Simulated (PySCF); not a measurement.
**Working out the ionisation energy of Si⁺**

Si⁺ [Ne] 3s2 3p1 (2P) → Si²⁺ [Ne] 3s2 (1S). All numbers are calculated (PySCF 2.14, the non-relativistic Hamiltonian (point nucleus), in 6-31G*). Frozen: [Ne]. Energies in hartree (1 hartree = 27.21139 eV):

```tsv
part	Si⁺ (lower)	Si²⁺ (upper)
UHF	-288.550522	-287.969083
CCSD correlation	-0.051092	-0.043642
(T)	-0.000558	0.000000
```

**Question.** What does Hartree-Fock give?

**Answer.** (-287.969083) − (-288.550522) = 0.581439 hartree = 15.822 eV.

**Question.** What do CCSD and CCSD(T) give?

**Answer.** The CCSD correlation energies differ by 0.007450 hartree = 0.203 eV and the triples by 0.000558 hartree = 0.015 eV, so CCSD gives 16.025 eV and CCSD(T) 16.040 eV.

Measured between the centres of the two terms (NIST): 16.322 eV, so CCSD(T) (valence) is off by -0.282 eV.

What remains against the reference includes basis incompleteness, the frozen core and higher excitations.
